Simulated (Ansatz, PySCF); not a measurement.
The pair A = GeH4 (SMILES [GeH4]) (first 5 atoms), B = CH6Si (SMILES C[SiH3]); geometry from B3LYP-D3(BJ)/def2-TZVP.
(charge 0, multiplicity 1):
| atom | x (Å) | y (Å) | z (Å) |
|---|---|---|---|
| Ge | 0.1870 | -0.1501 | 0.2054 |
| H | 0.7029 | -1.1953 | 1.2046 |
| H | 0.8688 | -0.3583 | -1.1547 |
| H | 0.4969 | 1.2577 | 0.7319 |
| H | -1.3327 | -0.3117 | 0.0450 |
| C | -1.2805 | 0.3308 | 3.9096 |
| Si | 0.4707 | -0.0694 | 4.4523 |
| H | -1.4430 | 1.4097 | 3.8847 |
| H | -2.0057 | -0.1043 | 4.5997 |
| H | -1.4884 | -0.0651 | 2.9145 |
| H | 1.4607 | 0.5862 | 3.5652 |
| H | 0.7077 | -1.5328 | 4.4161 |
| H | 0.7007 | 0.4073 | 5.8383 |

Correlated levels freeze the cores. Filled d and f shells under p-block atoms count as core. Rows in 6-31G* carry no dispersion term and start afresh at each structure (6-31G* with six Cartesian d functions); the Pople sets are all-electron and without relativity. MP2/6-31G* freezes PySCF's default core, which leaves 3d correlated.

Run with Ansatz (Gaussian orbitals); PySCF for 6-31G* rows. Each number belongs to the level named beside it.

Total energies (hartree), monomers frozen at their geometry in the pair:

| structure | HF/6-31G* | MP2/6-31G* | CCSD(T)/def2-SVPD |
|---|---|---|---|
| AB | -2407.6509758 | -2408.1235663 | -2408.0648373 |
| A in the pair's basis | -2077.3806037 | -2077.6382276 | -2077.5659827 |
| B in the pair's basis | -330.2724754 | -330.4858674 | -330.4977742 |
| A | -2077.3804019 | -2077.6376349 | -2077.5651685 |
| B | -330.2722559 | -330.4851620 | -330.4966793 |

Q: Work out the interaction energy without and with the counterpoise correction, and the superposition error, for each level.

A: 
E(AB) − E(A) − E(B), times 627.509 kcal/mol, with the monomers in their own basis and then in the pair's basis:
- HF/6-31G*: 1.06 uncorrected, 1.32 corrected; the monomers gain 0.26 kcal/mol from borrowed functions
- MP2/6-31G*: -0.48 uncorrected, 0.33 corrected; the monomers gain 0.81 kcal/mol from borrowed functions
- CCSD(T)/def2-SVPD: -1.88 uncorrected, -0.68 corrected; the monomers gain 1.20 kcal/mol from borrowed functions

Ansatz is a program for electronic structure.
